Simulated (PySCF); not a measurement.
# Bond lengths and vibrations by method: AlH4OSi cation

These are calculations, not measurements. The program is PySCF 2.14.0, an open-source quantum chemistry code, run on an isolated molecule that a program drew, which may never have been made. The molecule is AlH4OSi cation (charge +1, singlet), drawn as the SMILES string `[AlH2][O][SiH2+]`.

The geometry was optimised and harmonic frequencies were computed with HF and MP2, all in the cc-pV(D+d)Z basis, for the commonest isotopes, with a restricted reference for singlets and an unrestricted one otherwise, and a frozen core in MP2. Each result is a local minimum of its method.

Geometry at the HF minimum:
```xyz
7
AlH4OSi cation, angstrom
Al    0.9446   -0.5111    2.2409
O     1.5503   -0.8920    0.5980
Si    2.0730   -1.2208   -0.8169
H    -0.4106    0.2463    2.2012
H     1.9061   -1.0213    3.3487
H     1.6970   -2.4799   -1.4466
H     2.9351   -0.2676   -1.5034
```

Lengths of the bonds as drawn, in Å (atoms numbered as above):
```
  bond     HF    MP2
Al1-O2  1.792  1.824
O2-Si3  1.544  1.567
Al1-H4  1.553  1.553
Al1-H5  1.553  1.553
Si3-H6  1.457  1.464
Si3-H7  1.457  1.464
```

Rotational constants, in GHz:
| constant | HF | MP2 |
|---|---|---|
| A | 68.13 | 67.15 |
| B | 2.842 | 2.758 |
| C | 2.827 | 2.744 |

Harmonic frequencies in cm^-1, each column in rising order, so a row needn't be the same motion in every method:
```
rank    HF   MP2
   1   115   103
   2   134   121
   3   138   142
   4   484   451
   5   580   544
   6   644   619
   7   759   710
   8   789   756
   9   812   758
  10  1049   999
  11  1235     ?
  12  2096  2067
  13  2126  2108
  14  2440  2373
  15  2485  2425
```

**Estimate the missing MP2 frequency from the HF column.**

A single factor s that minimises the squared misfit of MP2 against s times HF over the other rows is sum(HF x MP2) / sum(HF^2) = 0.9750, with an rms misfit of 20 cm^-1. For rank 11 it gives 0.9750 x 1235 = 1204 cm^-1. The calculation gives 1171 cm^-1, 33 cm^-1 below the estimate. The drawn bonds are on average 0.7 % longer in MP2 than in HF.
